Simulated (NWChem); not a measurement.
HfO; SMILES [O]=[Hf]

All runs: NWChem. The geometry was optimised at PBE0-D3(BJ)/def2-TZVP. def2 effective core potentials on Hf; no spin-orbit coupling. Static field.

| level | basis functions | isotropic polarisability (bohr³) | anisotropy (bohr³) |
|---|---|---|---|
| PBE/def2-SVP | 46 | 81.9 | 12.7 |
| PBE/def2-SVPD | 58 | 85.3 | 12.8 |
| PBE/def2-TZVP | 71 | (withheld) | (withheld) |
| PBE/def2-TZVPD | 83 | 86.2 | 12.4 |

**Question.** Fill in the missing entries.

**Answer.** 
- PBE/def2-TZVP, isotropic polarisability (bohr³): 77.9
- PBE/def2-TZVP, anisotropy (bohr³): 10.3
